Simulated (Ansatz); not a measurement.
**Forces away from equilibrium**

LiAlClO, doublet, displaced at random from a GFN2-xTB minimum.

```json
{"atom": "Li1", "x (Å)": "-0.2706", "y (Å)": "-1.1599", "z (Å)": "2.0929"}
{"atom": "O2", "x (Å)": "0.1248", "y (Å)": "-0.2335", "z (Å)": "0.8961"}
{"atom": "Al3", "x (Å)": "0.4227", "y (Å)": "0.6164", "z (Å)": "-0.5125"}
{"atom": "Cl4", "x (Å)": "-0.2773", "y (Å)": "0.7634", "z (Å)": "-2.5116"}
```

Program: Ansatz 0.2.0. Basis: def2-TZVPP. Cores are frozen in the correlated methods; orbitals are unrestricted. The outer core shell of Li, Na, Mg and K is correlated.

CCSD(T) forces from the calculation:
```json
{"atom": "Li1", "Fx": "-0.332", "Fy": "-0.814", "Fz (eV/Å)": "1.106"}
{"atom": "O2", "Fx": "0.013", "Fy": "0.709", "Fz (eV/Å)": "-1.610"}
{"atom": "Al3", "Fx": "0.690", "Fy": "0.348", "Fz (eV/Å)": "0.767"}
{"atom": "Cl4", "Fx": "-0.371", "Fy": "-0.243", "Fz (eV/Å)": "-0.263"}
```

Which atom feels the largest CCSD(T) force, and how large is it?

O2, 1.76 eV/Å, along (0.01, 0.40, -0.92).

Root-mean-square difference of the force components from those of CCSD(T): PBE0-D4 0.092; wB97M-V 0.068; r2SCAN-D4 0.031; PBE-D4 0.163; r2SCAN0-D4 0.150; LC-wPBE 0.096 eV/Å.

The T1 diagnostic stays at or below 0.018. ⟨S²⟩ of the unrestricted Hartree–Fock references: 0.75 (a pure state has 0.75).

For scale, one of the runs: CCSD(T)/def2-TZVPP forces, 134 basis functions (an equivalent command: `ansatz run in.yaml --threads 4`). The run took 110 s on 4 CPU threads (shared host), with 2.7 GiB of host memory at its peak.
